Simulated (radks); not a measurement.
Values are calculated unless marked as measured or tabulated.
Spherical quantum dot in the effective-mass picture: electrons in a parabolic well V = omega^2 r^2 / 2 with omega = 0.679, with a point charge +1 (a donor) at the centre, all in effective atomic units (hartree* = m*/eps^2 hartree, bohr* = eps/m* bohr), one dielectric constant everywhere. Level of theory: non-relativistic Kohn-Sham, LDA (Slater exchange, Perdew-Wang correlation), spin-polarised, spherical densities (a radial shooting solver with Libxc functionals). Levels are named by radial order and angular momentum (1s, 1p, 1d, 2s, ...), and open shells are averaged over m. Results are scaled to m* = 0.033 and eps = 4.1, for which hartree* = 53.42 meV and bohr* = 6.575 nm.

N = 23, configuration 1s2 1p6 1d10 2s2 1f(up 3, down 0). This is the lowest configuration that the search found. Occupied and some empty levels:

level,occupation,eigenvalue (meV),<r> (nm)
1s up,1,447.58,11.40
1s down,1,448.05,11.18
1p up,3,468.26,17.46
1p down,3,469.45,17.32
2s up,1,479.96,16.67
2s down,1,481.03,16.78
1d up,5,485.54,20.04
1d down,5,486.99,19.98
1f up,3,504.41,21.90
1f down,0,505.97,21.89
2p up,0,509.43,18.74
2p down,0,510.36,18.80
1g up,0,525.04,23.43
1g down,0,526.61,23.46
2d up,0,533.52,20.95
2d down,0,534.49,20.97

Energy (meV): total 6710.85, kinetic 736.14, external 1953.6, Hartree 4473.6, exchange-correlation -452.42.
